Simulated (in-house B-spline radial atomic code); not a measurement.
Ionising Hg with different functionals

Computed with an all-electron radial atomic-structure program (B-spline basis): scalar-relativistic (spin-free X2C) Hamiltonian, Fermi nucleus of rms radius 5.4648 fm, spin-polarised at highest spin, spherical fractional occupations for the functionals, and exact exchange of hybrids averaged over the configuration. The ionisation energy is the difference of two self-consistent energies, [Xe] 4f14 5d10 6s2 → [Xe] 4f14 5d10 6s1, without Breit or QED terms; ε is the level of the shell that loses the electron (its least bound occupied spin orbital). There is no spin-orbit coupling in this Hamiltonian.

```
   method                    rung  ΔSCF (eV)  -ε(6s) (eV)
     PBE0           global hybrid      10.15         7.54
    B3LYP           global hybrid      10.43         7.52
    TPSSh           global hybrid      10.17         7.03
BHandHLYP           global hybrid       9.93         8.24
  r2SCAN0           global hybrid      10.14         7.77
    B97-1           global hybrid      10.24         7.34
    HSE06  range-separated hybrid      10.19         7.18
    wB97X  range-separated hybrid      10.11         9.61
CAM-B3LYP  range-separated hybrid      10.27         8.82
  LC-wPBE  range-separated hybrid       9.84         9.77
```

Task: Among the functionals, which spreads more, the ΔSCF values or the orbital energies?

Result: The orbital energies: ΔSCF values span about 0.59 eV and the orbital energies 2.74 eV; here energy differences depend much less on the functional than eigenvalues do.

Task: How do they compare with the NIST value?

Result: NIST lists 10.438 eV (measured, ground level to ground level). Errors run from -0.59 to -0.01 eV; B3LYP is closest (-0.01 eV), but part of that can be cancellation, since the calculations leave out Breit-QED terms.
